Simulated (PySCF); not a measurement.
# Magnetisability: SMILES C[C@@H]1C[CH2][Ge@@H]1[AsH2], C4H11AsGe

Geometry:
```tsv
atom	x (Å)	y (Å)	z (Å)
C1	-0.539	-1.605	-0.825
C2	-0.884	-0.720	0.361
C3	-1.504	0.625	-0.058
C4	-0.290	1.564	-0.088
Ge5	0.740	0.259	1.045
As6	2.923	-0.556	0.370
H7	-1.436	-1.937	-1.348
H8	0.088	-1.064	-1.537
H9	0.011	-2.487	-0.491
H10	-1.523	-1.276	1.049
H11	-2.206	0.956	0.709
H12	-2.039	0.575	-1.008
H13	0.126	1.649	-1.092
H14	-0.496	2.568	0.275
H15	0.628	0.612	2.542
H16	3.586	0.633	0.999
H17	2.808	0.217	-0.912
```

The calculation used PySCF 2.14.0, GIAO BHandHLYP/pcSseg-1 magnetisability, rotational g tensor and spin-rotation constants, non-relativistic, gas phase. Geometry: GFN2-xTB.

The calculation is non-relativistic, which matters for the atoms heavier than Zn.

(1) How diamagnetic is it, and how anisotropic?

(2) Split it along the inertial axes a, b, c into diamagnetic and paramagnetic parts about the centre of mass, with the quadrupole moment.

(3) And the rotational g tensor?

Answers

(1) Isotropic -1722 × 10⁻³⁰ J/T², or -103.7 × 10⁻⁶ cm³/mol; principal values -1815, -1763, -1589 × 10⁻³⁰ J/T², anisotropy 205 × 10⁻³⁰ J/T² (root of half the summed squared differences of the principal values). The susceptibility is in cgs units.

(2) 
| axis | χ (10⁻⁶ cm³/mol) | diamagnetic (10⁻⁶ cm³/mol) | paramagnetic (10⁻⁶ cm³/mol) | summed x² of all electrons (Å²) | quadrupole Θ (D Å) |
| --- | --- | --- | --- | --- | --- |
| a | -105.9 | -571.8 | 465.9 | 276.6 | -1.00 |
| b | -102.7 | -1359.9 | 1257.1 | 90.9 | -0.01 |
| c | -102.5 | -1559.3 | 1456.8 | 43.9 | +1.00 |

Anisotropies 2χaa − χbb − χcc = -6.6 and 2χbb − χaa − χcc = +3.0 × 10⁻⁶ cm³/mol. Θ is traceless in Buckingham's convention.

(3) 
| axis | rotational constant (GHz) | g | nuclear part | electronic part |
| --- | --- | --- | --- | --- |
| a | 2.8623 | -0.0112 | 0.6153 | -0.6265 |
| b | 0.9098 | -0.0052 | 0.5321 | -0.5373 |
| c | 0.7917 | -0.0048 | 0.5370 | -0.5418 |

Asymmetric top; isotopes 75As, 12C, 74Ge, 1H; no vibrational averaging.
